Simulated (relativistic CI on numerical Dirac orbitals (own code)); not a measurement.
## C3+: calculation against measurement

Computed by Dirac-Coulomb-Breit CI, separate exchange-only KLI orbitals for each configuration, a model potential for QED, valence Slater integrals scaled by 0.85, P86 correlation energy added to each configuration (own radial code, finite nucleus).

Configuration list (outside the closed core 1s2): 2s, 2p, 3s, 3p, 3d, 4s, 4p, 4f, 4d, 5s, 5p, 5g, 5f, 5d. Levels of other configurations are missing.

| Configuration | Term (tabulated) | J | Measured (cm⁻¹) | Computed | Error | Purity (%) |
| --- | --- | --- | --- | --- | --- | --- |
| 2s | 2S | 1/2 | 0.0 | 0 | 0 | 100 |
| 2p | 2P° | 1/2 | 64484.0 | 66224 | 1740 | 100 |
| 2p | 2P° | 3/2 | 64591.7 | 66325 | 1733 | 100 |
| 3s | 2S | 1/2 | 302849.0 | 302923 | 74 | 100 |
| 3p | 2P° | 1/2 | 320050.1 | 320259 | 209 | 100 |
| 3p | 2P° | 3/2 | 320081.7 | 320287 | 205 | 100 |
| 3d | 2D | 3/2 | 324879.8 | 323362 | -1518 | 100 |
| 3d | 2D | 5/2 | 324890.3 | 323371 | -1520 | 100 |
| 4s | 2S | 1/2 | 401348.1 | 401429 | 81 | 100 |
| 4p | 2P° | 1/2 | 408311.1 | 408464 | 152 | 100 |
| 4p | 2P° | 3/2 | 408324.2 | 408475 | 150 | 100 |
| 4d | 2D | 3/2 | 410336.1 | 410029 | -307 | 100 |
| 4d | 2D | 5/2 | 410340.1 | 410033 | -307 | 100 |
| 5s | 2S | 1/2 | 445368.5 | 445704 | 335 | 100 |
| 5p | 2P° | 1/2 | 448855.8 | 449255 | 399 | 100 |
| 5p | 2P° | 3/2 | 448862.9 | 449261 | 398 | 100 |
| 5d | 2D | 3/2 | 449888.2 | 450143 | 254 | 100 |
| 5d | 2D | 5/2 | 449889.9 | 450144 | 255 | 100 |
| 5f | 2F° | 5/2 | 449939.8 | 452298 | 2358 | 100 |
| 5g | 2G | 7/2 | 449948.4 | 452298 | 2350 | 100 |

Measured levels from Moore, Selected Tables of Atomic Spectra, NSRDS-NBS 3, section 3; pairs were made by configuration, J and term (by order where the table uses no LS term), so strongly mixed levels may be paired wrongly.

Mean error by configuration (cm⁻¹): 2p 1737; 3s 74; 3p 207; 3d -1519; 4s 81; 4p 151; 4d -307; 5s 335; 5p 399; 5d 254; 5f 2358; 5g 2350. Over the excited levels the mean absolute error is 755 cm⁻¹ (19 of the 19 excited levels that our extract of the source holds in range could be paired), and the median relative error of those above 1,000 cm⁻¹ is 0.075 %.
